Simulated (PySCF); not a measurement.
Compound: 1-(3-methoxyphenyl)propan-1-ol, C10H14O2.
SMILES: `CC[C@@H](O)c1cccc(OC)c1`

Computed, not measured: PySCF, TDDFT wB97X-D/def2-SVPD, vertical, gas phase, core orbitals frozen in the response. The structure is a single PBE0-D3(BJ)/def2-SVP conformer in the gas phase; no vibrational or solvent corrections. Torsions of this conformer, `[CH3:1][CH2:2][C@@H:3]([OH:4])[c:5]1[cH:6][cH:7][cH:8][c:9]([O:10][CH3:11])[cH:12]1`: C1–C2–C3–O4 57°, C2–C3–C5–C6 -69°, C8–C9–O10–C11 179°, H–O4–C3–C2 71°.

Computed states:

| state | E (eV) | f |
| --- | --- | --- |
| S1 | 5.16 | 0.034 |
| S2 | 5.85 | 0.071 |
| S3 | 6.72 | 0.027 |
| S4 | 6.79 | 0.754 |
| S5 | 6.85 | 0.399 |
| S6 | 7.05 | 0.018 |
| S7 | 7.13 | 0.027 |
| S8 | 7.36 | 0.0001 |
| S9 | 7.47 | 0.0062 |
| S10 | 7.53 | 0.0047 |

Each state is given a Gaussian of 0.4 eV full width at half maximum, with ε(max) = 2.175×10⁸ f / Δν̃ (Δν̃ the width in cm⁻¹). The cross-section is σ = 3.8235×10⁻²¹ ε cm², given in Mb (10⁻¹⁸ cm²). The width is an assumption, not a result. The curve ends short of the highest state used, and states not computed would add to its high-energy end.

**Question.** What does the envelope look like, and where are its maxima?

**Answer.** 
```json
{"λ (nm)": "178.9", "σ (Mb)": "242.74"}
{"λ (nm)": "181.6", "σ (Mb)": "301.37"}
{"λ (nm)": "184.2", "σ (Mb)": "270.03"}
{"λ (nm)": "186.9", "σ (Mb)": "176.90"}
{"λ (nm)": "189.5", "σ (Mb)": "89.43"}
{"λ (nm)": "192.2", "σ (Mb)": "33.91"}
{"λ (nm)": "194.8", "σ (Mb)": "10.73"}
{"λ (nm)": "197.5", "σ (Mb)": "3.25"}
{"λ (nm)": "200.1", "σ (Mb)": "2.71"}
{"λ (nm)": "202.8", "σ (Mb)": "5.37"}
{"λ (nm)": "205.4", "σ (Mb)": "9.78"}
{"λ (nm)": "208.1", "σ (Mb)": "14.73"}
{"λ (nm)": "210.7", "σ (Mb)": "17.85"}
{"λ (nm)": "213.4", "σ (Mb)": "17.92"}
{"λ (nm)": "216.0", "σ (Mb)": "15.12"}
{"λ (nm)": "218.7", "σ (Mb)": "10.77"}
{"λ (nm)": "221.3", "σ (Mb)": "6.88"}
{"λ (nm)": "224.0", "σ (Mb)": "4.24"}
{"λ (nm)": "226.6", "σ (Mb)": "3.32"}
{"λ (nm)": "229.3", "σ (Mb)": "3.81"}
{"λ (nm)": "231.9", "σ (Mb)": "5.18"}
{"λ (nm)": "234.6", "σ (Mb)": "6.91"}
{"λ (nm)": "237.2", "σ (Mb)": "8.24"}
{"λ (nm)": "239.9", "σ (Mb)": "8.81"}
{"λ (nm)": "242.5", "σ (Mb)": "8.42"}
{"λ (nm)": "245.2", "σ (Mb)": "7.21"}
{"λ (nm)": "247.8", "σ (Mb)": "5.64"}
{"λ (nm)": "250.5", "σ (Mb)": "3.97"}
{"λ (nm)": "253.1", "σ (Mb)": "2.60"}
{"λ (nm)": "255.8", "σ (Mb)": "1.55"}
{"λ (nm)": "258.4", "σ (Mb)": "0.87"}
{"λ (nm)": "261.1", "σ (Mb)": "0.44"}
{"λ (nm)": "263.7", "σ (Mb)": "0.22"}
{"λ (nm)": "266.4", "σ (Mb)": "0.10"}
{"λ (nm)": "269.0", "σ (Mb)": "0.04"}
{"λ (nm)": "271.7", "σ (Mb)": "0.02"}
```

Maxima: 240 nm (5.16 eV), ε about 2300, made up of S1 (100%); 212 nm (5.85 eV), ε about 4800, made up of S2 (100%); 182 nm (6.81 eV), ε about 79000, made up of S4 (64%) and S5 (33%) (ε in L mol⁻¹ cm⁻¹; maxima over ε = 5, shares over 10%).

**Question.** Coming from long wavelengths, where does ε first pass 100 L mol⁻¹ cm⁻¹?

**Answer.** At about 262 nm (4.74 eV), 0.42 eV below S1.

**Question.** What would ε be at 6.81 eV, the highest of these maxima, with half the width (0.2 eV)?

**Answer.** About 150000 L mol⁻¹ cm⁻¹ against 79100, a factor of about 1.9; a lone state at its own centre would give exactly 2.

**Question.** On this curve, what absorbance would a 10⁻⁴ mol/L sample give at 254 nm over a 1 cm path?

**Answer.** 254 nm is 4.881 eV, where ε is about 580 L mol⁻¹ cm⁻¹, so A = ε c l ≈ 0.058 (Beer–Lambert, with the gas-phase spectrum and the assumed width).
